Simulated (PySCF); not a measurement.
Zn(Cl)(Et) (C2H5ClZn), SMILES [Cl][Zn][CH2]C.

Geometry optimised at PBE-D3(BJ)/def2-SVP. The structure was generated by enumeration; whether it is a known compound was not checked. Other conformers were not sampled.

Two levels are set side by side: PBE/def2-TZVP (PySCF) and M06-2X/def2-TZVP (PySCF). Same geometry, gas phase. Differences are taken from unrounded values.

| quantity | M06-2X |
|---|---|
| orbital gap (eV) | 8.94 |
| highest occupied level (eV) | -8.92 |
| lowest empty level (eV) | 0.01 |
| dipole moment (D) | 2.68 |
| mean polarisability (bohr³) | 59.8 |

Problem. What does PBE give, and how far is it from M06-2X? (The exact figures need the calculation; the answer reports its results.)

Solution. 
| quantity | PBE | PBE minus M06-2X |
|---|---|---|
| orbital gap (eV) | 5.46 | -3.48 |
| highest occupied level (eV) | -6.81 | 2.11 |
| lowest empty level (eV) | -1.36 | -1.37 |
| dipole moment (D) | 2.73 | 0.04 |
| mean polarisability (bohr³) | 64.5 | 4.7 |

Without exact exchange PBE keeps part of each electron's self-repulsion, which lifts occupied levels and narrows the gap. PBE's more diffuse valence density responds more strongly to a field. Differences between two approximate levels are no errors against the true value.

Rough cost on one machine, each run with all the roots and properties that it gave: M06-2X against PBE about 3 times.
